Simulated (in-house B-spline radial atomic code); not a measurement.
The numbers below are computed, except where a source is named.
Weak and strong correlation along the adiabatic connection

Two-electron singlets in several external potentials (atomic units), by full CI in B-splines with partial waves to l = 8 (correlation energies up to 0.6 % small). The repulsion is scaled by λ at fixed density; W(λ) is the mean repulsion less the Hartree energy, W(0) = E_x, and the area under W from 0 to 1 is E_xc.

One system gave this curve:

```csv
λ,W (hartree)
0,-0.37343
0.02,-0.37541
0.05,-0.37828
0.12,-0.38459
0.25,-0.39496
0.4,-0.40511
0.6,-0.41626
0.8,-0.42533
1,-0.43283
1.4,-0.4445
2,-0.4567
3,-0.4696
4.5,-0.48103
7,-0.4917
10,-0.49902
```

(1) Which system is it?
A. −V exp(−r²/w²), V = 1.9, w = 6.19
B. −Z exp(−kr)/r, Z = 7.75, k = 3.24
C. ω²r²/2, ω = 2.12
D. −Z/r, Z = 3, wall at 2 bohr

Results:

(1) A. The exchange energy sets the size: −V exp(−r²/w²), V = 1.9, w = 6.19: E_x = -0.373, E_c = -0.035; −Z exp(−kr)/r, Z = 7.75, k = 3.24: E_x = -4.01, E_c = -0.0466; −Z/r, Z = 3, wall at 2 bohr: E_x = -1.7, E_c = -0.043; ω²r²/2, ω = 2.12: E_x = -1.11, E_c = -0.0437 hartree.
